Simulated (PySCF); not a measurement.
## Low-lying terms of I⁵⁺ (iodine, charge +5)

Ground state [Kr] 4d10 5s2, ¹S. Computed with PySCF 2.14 in def2-TZVPPD with one added diffuse shell each of s, p, d, f type with the def2 core potential (28 electrons) (8s7p5d3f, 75 functions), with a scalar-relativistic core potential. Vertical excitation energies in eV without spin-orbit coupling; excited terms of each kind are numbered among those the solver found. Frozen: 4s2 4p6.

```csv
term,leading excitation,EOM-EE-CCSD
1 3P°,5s → p,11.692
1 1P°,5s → p,15.901
1 3D,5s → d,31.301
1 1D,5s → d,33.968
1 3S,5s → s,36.523
1 1S,5s → s,37.354
1 3F°,5s → f,39.428
1 1F°,5s → f,39.926
2 3P°,5s → p,41.981
2 1P°,5s → p,42.230
2 3D,5s → d,49.761
2 1D,5s → d,49.935
```

Doubly excited terms such as np² are absent. The solver can miss terms.
